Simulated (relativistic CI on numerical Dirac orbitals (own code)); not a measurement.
## Spin-allowed bands of a d7 ion in an octahedral site, by hand

Problem. Take Δ = 11200 cm⁻¹ and B = 610 cm⁻¹ for a high-spin d7 ion in an octahedral site. Calculate the three spin-allowed bands.

Working.
1. The terms of highest spin are 4F (energy 0) and 4P (15B = 9150 cm⁻¹). Here the F term splits into A2 at +1.2Δ = 13440, T2 at +0.2Δ = 2240 and T1 at −0.6Δ = -6720 cm⁻¹.
2. The two T1 states mix through the element 0.4Δ: H = [[-6720, 4480], [4480, 9150]], with roots ½(H₁₁ + H₂₂) ∓ ½√[(H₂₂ − H₁₁)² + 4H₁₂²] = ½(2430) ∓ ½(18225) = -7897 and 10327 cm⁻¹.
3. The ground term is 4T1 at -7897 cm⁻¹.
4. Bands: 4T2 10137 cm⁻¹ (986 nm), 4T1(P) 18225 cm⁻¹ (549 nm), 4A2 21337 cm⁻¹ (469 nm).

Check. Exact diagonalisation of the whole d7 shell with these parameters gives 4T2 10137, 4T1 18225, 4A2 21337 cm⁻¹. The match is exact, since without spin-orbit coupling no other term has this spin. The ratio of the second band to the first, 1.798, depends on Δ/B = 18.4 alone, which is how a Tanabe-Sugano diagram is read.
